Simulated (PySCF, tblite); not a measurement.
Isomers of C7H14N2, one GFN2-xTB conformer each. Single-point energies are computed at PBE0/pcSseg-1 (PySCF, gas phase, no added dispersion term), electronic only.

**Question.** Rank them by PBE0/pcSseg-1 energy, lowest first (kJ/mol).
A. `[CH3:1][CH2:2]/[CH:3]=[N:4]\[N:5]=[CH:6]/[CH:7]([CH3:8])[CH3:9]` with C1–C2–C3–N4 133°, C3–N4–N5–C6 100°, N5–C6–C7–C8 -129°
B. `[CH2:1]=[CH:2][N:3]([NH:4][CH2:5][CH3:6])[CH:7]1[CH2:8][CH2:9]1` with C1–C2–N3–N4 -164°, C2–N3–N4–C5 67°, N3–N4–C5–C6 -179°, C2–N3–C7–C8 158°
C. `[CH2:1]=[N:2]/[N:3]=[C:4](/[CH3:5])[C:6]([CH3:7])([CH3:8])[CH3:9]` with C1–N2–N3–C4 -108°

**Answer.** A (0.0), C (15.0), B (92.2).

As drawn, the lowest has a C=N bond, which the highest lacks; the highest has a three-membered ring, an N–H bond and a C=C bond outside aromatic rings, which the lowest lacks. GFN2-xTB itself gives, in the same order: 0.0, 2.7, 95.0. Both levels put the same isomer lowest; measured from each level's own lowest isomer, the values differ by up to 12.3 kJ/mol (C=N/N=C(/C)C(C)(C)C: 2.7 against 15.0).

**Question.** Which frontier levels, dipoles and rotational constants go with these structures?

**Answer.** 
| SMILES | HOMO (eV, PBE0/pcSseg-1) | LUMO (eV) | dipole (D) | A, B, C (MHz) |
| --- | --- | --- | --- | --- |
| CC/C=N\N=C/C(C)C | -6.58 | 0.06 | 2.31 | 3125, 749.7, 679.9 |
| C=N/N=C(/C)C(C)(C)C | -6.60 | -0.19 | 1.88 | 2293, 1289, 1039 |
| C=CN(NCC)C1CC1 | -5.60 | 1.06 | 1.38 | 2205, 1166, 827.3 |

**Question.** What happens when harmonic zero-point energies from GFN2-xTB frequencies are added?

**Answer.** 
```csv
SMILES,ZPE (kJ/mol),electronic (kJ/mol),with ZPE (kJ/mol)
CC/C=N\N=C/C(C)C,524.1,0.0,0.0
C=N/N=C(/C)C(C)(C)C,522.2,15.0,13.1
C=CN(NCC)C1CC1,525.0,92.2,93.1
```

The zero-point energies span 2.8 kJ/mol. The order is unchanged.

**Question.** As an exercise, what shares would exp(−E/RT) give at 1000 K from these electronic energies alone (no entropy, no degeneracies)?

**Answer.** RT = 8.314 kJ/mol: CC/C=N\N=C/C(C)C 85.9 %, C=N/N=C(/C)C(C)(C)C 14.1 %, C=CN(NCC)C1CC1 under 0.1 %.
